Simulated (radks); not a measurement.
Polarisability of the chlorine ion Cl7+, [Ne], at imaginary frequency. Calculated with a radial shooting solver on a logarithmic mesh with Libxc functionals: non-relativistic Kohn-Sham, LDA (Slater exchange, Perdew-Wang correlation), spin-polarised, spherical densities, point nucleus. Response by self-consistent Sternheimer equations with the Hartree and adiabatic LDA kernel.

w (hartree)  alpha1(iw) (bohr^3)  alpha2(iw) (bohr^5)
0.00266                  0.05295              0.01888
0.0143                   0.05295              0.01888
0.0360                   0.05295              0.01888
0.0697                   0.05295              0.01888
0.118                    0.05294              0.01888
0.186                    0.05293              0.01887
0.280                    0.05291              0.01887
0.413                    0.05287              0.01885
0.605                    0.05277              0.01882
0.892                    0.05256              0.01875
1.35                     0.05207              0.01860
2.12                     0.05080              0.01820
3.59                     0.04723              0.01708
6.94                     0.03689              0.01371
17.5                     0.01540             0.006049

Static values: alpha1 = 0.05295 bohr^3 (0.007846 angstrom^3; uncoupled 0.05818), alpha2 = 0.01888 bohr^5, alpha3 = 0.01058 bohr^7. C6 = 0.02298, C8 = 0.04248, triple-dipole C9 = 0.0008908 atomic units. One-pole (London) frequency 4 C6 / (3 alpha1^2) = 10.928 hartree, against 11.866 for minus the highest occupied eigenvalue. The dipole shielding factor is 0.588, as the force sum rule N/Z = 0.588 demands.
